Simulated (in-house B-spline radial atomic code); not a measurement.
Radial electron density of Cd²⁺, [Ne] 3s2 (3p1/2)1 (3p3/2)4 3d10 4s2 4p6 (4d3/2)4 (4d5/2)5 5s2. Method: Dirac-Kohn-Sham relativistic LDA, spherical fractional occupations, Fermi nucleus of rms radius 4.6087 fm. Calculated with a radial B-spline atomic code at the basis-set limit.

Columns: r (bohr), 4πr²n(r) (electrons per bohr), bar.

```
 0.00119    1.826 #
 0.00147    2.642 #
 0.00181    3.776 ##
 0.00223    5.362 ###
 0.00275    7.555 ####
  0.0034    10.56 ######
 0.00419    14.49 ########
 0.00517    19.55 ###########
 0.00638    25.83 ###############
 0.00787     33.2 ###################
  0.0097    41.28 #######################
   0.012    49.49 ############################
  0.0148    56.43 ################################
  0.0182    60.86 ###################################
  0.0225    61.89 ###################################
  0.0277    59.47 ##################################
  0.0342    55.32 ###############################
  0.0421     52.9 ##############################
   0.052    55.58 ################################
  0.0641    63.96 ####################################
  0.0791    73.82 ##########################################
  0.0976    77.62 ############################################
    0.12    71.29 ########################################
   0.148    59.46 ##################################
   0.183    53.12 ##############################
   0.226    56.98 ################################
   0.279    60.98 ###################################
   0.344    52.56 ##############################
   0.424    34.25 ###################
   0.523    20.75 ############
   0.645    19.14 ###########
   0.796    21.46 ############
   0.981    18.99 ###########
    1.21    12.54 #######
    1.49    6.829 ####
    1.84    3.493 ##
    2.27    1.814 #
     2.8   0.8507 
    3.46   0.2977 
    4.26  0.06934 
    5.26 0.009108 
    6.49 0.000613 
       8 1.863e-05
```

On this grid the curve has 4 maxima, near 0.0225, 0.0976, 0.279, 0.796 bohr.

The 3p1/2 radial function P(r) = rR(r), positive near the nucleus, with its small component Q(r) (sign convention: Q ≈ (P' + κP/r)/2c):

```csv
r (bohr),P,Q
0.000514,0.002168,0.009534
0.000782,0.003561,0.014
0.00119,0.006023,0.02048
0.00181,0.01054,0.02972
0.00275,0.01906,0.04263
0.00419,0.03569,0.0603
0.00638,0.06807,0.08313
0.0097,0.13,0.1101
0.0148,0.245,0.1374
0.0225,0.4376,0.1552
0.0342,0.7131,0.1482
0.052,0.9878,0.1016
0.0791,0.9998,0.01828
0.12,0.382,-0.0608
0.183,-0.8704,-0.07963
0.279,-1.814,-0.03497
0.424,-1.499,0.004866
0.645,-0.5508,0.007716
0.981,-0.07397,0.001443
1.49,-0.002566,5.715e-05
```
